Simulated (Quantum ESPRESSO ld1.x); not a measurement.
Q: Species: W XLI. Configuration: [Ar] 3d10 4s2 4p4. Method: scalar-relativistic Kohn-Sham, LDA (Slater exchange, VWN5 correlation), spin-polarised, spherical densities, point nucleus; open shells are filled with parallel spins first; computed with ld1.x of Quantum ESPRESSO 7.5. Some entries of the table are withheld. Estimate them.

orbital  occ.  eigenvalue (eV)  r(max) (bohr)  <r^2> (bohr^2)
1s up       1         -71285.4          0.011       0.0004634
1s down     1         -71283.2          0.011       0.0004634
2s up       1         -13821.2          0.066        0.007110
2s down     1         -13819.9          0.066        0.007110
2p up       3         -12323.9          0.054        0.005878
2p down     3         -12322.2          0.054        0.005878
3s up       1         -4522.45          0.185         0.04502
3s down     1         -4520.45          0.185         0.04499
3p up       3         -4077.69          0.182         0.04537
3p down     3         -4075.50          0.182         0.04534
3d up       5              (1)            (2)         0.03712
3d down     5              (3)            (4)         0.03709
4s up       1         -2114.42          0.392             (5)
4s down     1         -2106.66          0.392             (6)
4p up       3         -1947.75          0.405          0.1909
4p down     1         -1940.03          0.405          0.1910

A: 
(1) 3d up eigenvalue (eV): -3580.09
(2) 3d up r(max) (bohr): 0.148
(3) 3d down eigenvalue (eV): -3578.08
(4) 3d down r(max) (bohr): 0.148
(5) 4s up <r^2> (bohr^2): 0.1799
(6) 4s down <r^2> (bohr^2): 0.1799
